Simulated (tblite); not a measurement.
C7H14Si.
Numbering: `[CH3:1][C:2]#[C:3][CH2:4][CH2:5][SiH:6]([CH3:7])[CH3:8]` (hydrogens: H9, H10, H11 on C1; H12, H13 on C4; H14, H15 on C5; H16 on Si6; H17, H18, H19 on C7; H20, H21, H22 on C8)

Computed with GFN2-xTB (tblite), gas phase: L-BFGS steps from a force-field or distance-geometry start until the largest atomic force falls under 0.01 eV/Å.

Geometry at step 4:
```
atom  x, y, z in Å
C1      4.6965    0.5274   -0.0543
C2      3.2605    0.6406    0.1497
C3      2.0787    0.7396    0.3356
C4      0.6400    0.8469    0.5385
C5     -0.0903   -0.4069    0.0451
Si6    -1.9745   -0.3710    0.3035
C7     -2.7048   -2.0293   -0.2373
C8     -2.7412    1.0238   -0.7121
H9      4.9513   -0.4301   -0.5132
H10     5.0554    1.3248   -0.7063
H11     5.2300    0.5992    0.8945
H12     0.2593    1.7284    0.0190
H13     0.4307    0.9948    1.6067
H14     0.1270   -0.5529   -1.0180
H15     0.3021   -1.2781    0.5663
H16    -2.2651   -0.1573    1.7258
H17    -2.2752   -2.8368    0.3500
H18    -3.7814   -2.0398   -0.0862
H19    -2.5094   -2.2303   -1.2861
H20    -2.3511    1.9820   -0.3858
H21    -3.8207    1.0354   -0.5835
H22    -2.5280    0.9091   -1.7721
```

Q: Give the atomic forces at this geometry.

A: 
```csv
atom,Fx (eV/Å),Fy (eV/Å),Fz (eV/Å)
C1,-0.035,-0.016,-0.009
C2,0.077,-0.033,0.011
C3,-0.035,0.073,0.007
C4,0.039,-0.101,0.151
C5,-0.002,-0.006,-0.125
Si6,0.096,0.007,0.086
C7,-0.052,-0.106,0.062
C8,-0.104,0.079,-0.047
H9,-0.113,0.020,0.009
H10,-0.080,0.016,-0.007
H11,-0.097,0.011,0.037
H12,0.058,0.027,-0.112
H13,0.106,-0.064,-0.097
H14,0.071,0.017,0.090
H15,0.180,-0.050,0.017
H16,-0.027,0.032,0.162
H17,-0.076,-0.035,-0.092
H18,0.072,-0.060,-0.038
H19,-0.023,-0.050,0.016
H20,-0.071,0.088,-0.086
H21,0.051,0.084,-0.066
H22,-0.034,0.067,0.030
```

The largest, 0.19 eV/Å, acts on H15 (C4 within 3 % of it); the rms over all components is 0.072 eV/Å. The forces sum to zero within rounding, as they must for an isolated molecule in no field.

Q: Give the force on H15 in Eh/bohr and in nN.

A: 0.188 eV/Å ÷ 51.422 = 0.00365 Eh/bohr, and 0.188 eV/Å × 1.602 = 0.30 nN.

Q: How far is this geometry from the end of the optimisation?

A: 0.021 eV above it, and 0.023 Å rms away after alignment. The bonds farthest from their final lengths, with half the difference of the two atoms' forces along the bond (positive lengthens):

```
   bond  now (Å)  final (Å)  force along bond (eV/Å)
 Si6–C8    1.888      1.904                    +0.10
 Si6–C7    1.891      1.902                    +0.08
Si6–H16    1.467      1.476                    +0.05
 C5–Si6    1.902      1.909                    -0.03
  C1–C2    1.455      1.448                    -0.05
  C3–C4    1.457      1.451                    -0.03
```

The angle farthest from its final value is Si6–C5–H15, 107.9° against 109.9°.

Of the 2 listed bonds off by 0.010 Å or more, this force points towards the final length in 2.

What follows is the cost of the whole relaxation. Time: 0.34 s wall. Hardware: one thread, Arm Neoverse N1 (aarch64), shared host.
